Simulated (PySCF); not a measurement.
# Worked example: chemical shift, span and skew from a shielding tensor

CF3, SMILES F[C](F)F (connectivity only; charge and spin as stated), charge +1, multiplicity 1. Atoms are numbered in the order given.

```xyz
4

F     -1.2357     0.0000     0.0000
C      0.0000     0.0000     0.0000
F      0.6178    -1.0701     0.0000
F      0.6178     1.0701     0.0000
```
Charge +1, spin multiplicity 1.

Geometry: B3LYP-D3(BJ)/def2-TZVP. The multiplicity is an assumed one; other spin states were not compared. The isomer is the one that the SMILES or the coordinates give; other isomers of the formula were not compared.

GIAO shieldings from KT2/pcSseg-2 (PySCF), non-relativistic, no solvent. The symmetric part of the tensor of F1 has the principal values -84.7, 180.0, 252.6 ppm. The same nucleus in CFCl3 has σ = 125.1 ppm at this level (PySCF, at its B3LYP-D3(BJ)/def2-TZVP geometry).

Work out the isotropic shielding, the ¹⁹F shift against CFCl3, the span and the skew.


σ(iso) = (σ11 + σ22 + σ33)/3 = 116.0 ppm. δ = σ(ref) − σ(iso) = 125.1 − (116.0) = 9.1 ppm.
Span Ω = σ33 − σ11 = 337.3 ppm. Skew κ = 3(σ(iso) − σ22)/Ω = -0.57. Tumbling in solution averages the tensor to δ; in a static solid the shielding alone would spread this spin-1/2 line over Ω.
